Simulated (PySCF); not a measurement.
## Correlation energy of Cu²⁺ (copper, charge +2)

[Ar] 3d8 4p1, one real determinant (an excited configuration). Computed with PySCF 2.14 in x2c-QZVPPall (11s7p6d4f2g, 108 functions), with the spin-free X2C one-electron Hamiltonian (Gaussian nucleus). Frozen: [Ne]; 17 electrons correlated.

MP2 pair energies summed by pair of shells (mhartree):

```json
{"pair": "3d-3d", "energy": "-259.23", "share (%)": "42.4"}
{"pair": "3p-3d", "energy": "-198.45", "share (%)": "32.5"}
{"pair": "3s-3d", "energy": "-49.36", "share (%)": "8.1"}
{"pair": "3p-3p", "energy": "-49.26", "share (%)": "8.1"}
{"pair": "3s-3p", "energy": "-26.82", "share (%)": "4.4"}
{"pair": "3d-4p", "energy": "-18.32", "share (%)": "3.0"}
{"pair": "3s-3s", "energy": "-4.52", "share (%)": "0.7"}
{"pair": "3p-4p", "energy": "-4.45", "share (%)": "0.7"}
{"pair": "3s-4p", "energy": "-0.45", "share (%)": "0.1"}
```

Total MP2 correlation energy: -610.86 mhartree.

Same-spin part -198.72 and opposite-spin part -412.14 mhartree; SCS-MP2 scales them by 1/3 and 6/5 to -560.81 mhartree.

The reference is one real determinant that mixes LS terms of this configuration.

This basis was not built for core-valence correlation, so the inner-shell part is incomplete.
